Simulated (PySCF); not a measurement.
# How a change of structure moves an absorption spectrum

Computed with TDDFT PBE0/def2-SVPD, vertical, gas phase, core orbitals frozen in the response in PySCF 2.14.0, density-fitted response routines. Geometries: PBE0-D3(BJ)/def2-SVP; one conformer of each isolated species. Triplets are in the Tamm–Dancoff approximation. Atoms past krypton carry core potentials; spin–orbit coupling is left out.

Parent: GaMe3 (`[CH3][Ga]([CH3])[CH3]`), with lowest singlet excitation energy 5.44 eV, HOMO–LUMO gap 6.96 eV, S1–T1 gap 0.32 eV, HOMO energy -7.48 eV, mean static polarisability 67.3 au, lowest triplet energy 5.12 eV. Its spectrum: 5.44 eV (f 0.000 summed over 2 states); 6.43 eV (f 0.181 summed over 2 states); 7.75 eV (f 0.000); 7.78 eV (f 0.071 summed over 2 states); 7.81 eV (f 0.000).

(1) How do these changes move the values? ligand (all three): Me to Br (`[Br][Ga]([Br])[Br]`); ligand (all three): Me to SiH3 (`[SiH3][Ga]([SiH3])[SiH3]`); ligand (all three): Me to NCS (`S=C=[N][Ga]([N]=C=S)[N]=C=S`); ligand (all three): Me to NH2 (`[NH2][Ga]([NH2])[NH2]`); ligand (all three): Me to SMe (`C[S][Ga]([S]C)[S]C`); ligand (all three): Me to CN (`N#[C][Ga]([C]#N)[C]#N`); ligand (all three): Me to I (`[I][Ga]([I])[I]`).

Answers

(1) 

| change | SMILES | Δ S1 (eV) | Δ gap (eV) | Δ S1−T1 (eV) | Δ HOMO (eV) | Δ α (au) | Δ T1 (eV) |
| --- | --- | --- | --- | --- | --- | --- | --- |
| ligand (all three): Me to Br | [Br][Ga]([Br])[Br] | -0.41 | -0.65 | +0.01 | -1.25 | +25.5 | -0.43 |
| ligand (all three): Me to SiH3 | [SiH3][Ga]([SiH3])[SiH3] | -2.03 | -2.27 | +0.21 | +0.20 | +65.9 | -2.25 |
| ligand (all three): Me to NCS | S=C=[N][Ga]([N]=C=S)[N]=C=S | -1.52 | -1.93 | -0.14 | -0.34 | +99.9 | -1.38 |
| ligand (all three): Me to NH2 | [NH2][Ga]([NH2])[NH2] | -0.20 | -0.52 | -0.01 | +0.69 | -14.1 | -0.19 |
| ligand (all three): Me to SMe | C[S][Ga]([S]C)[S]C | -0.46 | -0.74 | -0.04 | +0.51 | +65.3 | -0.42 |
| ligand (all three): Me to CN | N#[C][Ga]([C]#N)[C]#N | -0.23 | -0.32 | +0.12 | -3.40 | -1.3 | -0.35 |
| ligand (all three): Me to I | [I][Ga]([I])[I] | -1.46 | -1.84 | 0.00 | -0.28 | +72.2 | -1.46 |

S1 falls most with ligand (all three): Me to SiH3 (-2.03 eV); all changes lower it. S1 is simply the lowest singlet of each species and needn't be the same kind of state throughout. Over these 7 changes the shifts of S1 and of the HOMO–LUMO gap correlate with r = 0.99.

Lowest levels of each derivative:
- `[Br][Ga]([Br])[Br]`: 5.03 eV (f 0.000); 5.32 eV (f 0.000); 5.33 eV (f 0.000)
- `[SiH3][Ga]([SiH3])[SiH3]`: 3.41 eV (f 0.000); 3.42 eV (f 0.000); 5.98 eV (f 0.005)
- `S=C=[N][Ga]([N]=C=S)[N]=C=S`: 3.92 eV (f 0.000); 4.14 eV (f 0.000 summed over 2 states); 4.38 eV (f 0.481 summed over 2 states)
- `[NH2][Ga]([NH2])[NH2]`: 5.24 eV (f 0.004); 5.26 eV (f 0.005); 6.41 eV (f 0.180)
- `C[S][Ga]([S]C)[S]C`: 4.98 eV (f 0.000 summed over 2 states); 5.31 eV (f 0.113 summed over 2 states); 5.58 eV (f 0.009)
- `N#[C][Ga]([C]#N)[C]#N`: 5.21 eV (f 0.000); 5.23 eV (f 0.000 summed over 2 states); 5.76 eV (f 0.165 summed over 2 states)
- `[I][Ga]([I])[I]`: 3.98 eV (f 0.000); 4.29 eV (f 0.000 summed over 2 states); 4.43 eV (f 0.064 summed over 2 states)
